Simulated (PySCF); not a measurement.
C2H4N2OSi, SMILES N#C/N=C/O[SiH3]. Atoms are numbered in the order given.

```xyz
10

N     -0.3735    -3.3382     0.0000
C     -0.2400    -2.1809     0.0000
N     -0.1934    -0.8497     0.0000
C      0.9199    -0.2118     0.0000
O      0.9500     1.1012     0.0000
Si    -0.5065     2.0437     0.0000
H      1.9156    -0.6837     0.0000
H     -1.2760     1.7523    -1.2327
H     -1.2760     1.7523     1.2327
H      0.0161     3.4299     0.0000
```
Charge 0, spin multiplicity 1.

The structure is a stationary point at B3LYP-D3(BJ)/def2-SVP. The structure was generated by enumeration; whether it is a known compound was not checked. One conformer was computed; it need not be the lowest.

The numbers are results of PBE0/pcSseg-1 (PySCF), not measurements.

GIAO shieldings, no solvent; atoms alike by connectivity are averaged. δ = σ(ref) − σ: ¹⁵N against NH3 (σ = 267.4 ppm); ¹³C against TMS (σ = 186.3 ppm); ¹⁷O against H2O (σ = 334.2 ppm); ²⁹Si against TMS (σ = 352.7 ppm); ¹H against TMS (σ = 31.56 ppm), references at their B3LYP-D3(BJ)/def2-TZVP geometries, non-relativistic.

```csv
nucleus,atoms,count,δ (ppm)
¹⁵N,N1,1,283.0
¹⁵N,N3,1,240.2
¹³C,C4,1,177.1
¹³C,C2,1,117.1
¹⁷O,O5,1,178.4
²⁹Si,Si6,1,-24.9
¹H,H7,1,8.32
¹H,"H8, H9, H10",3,5.20
```
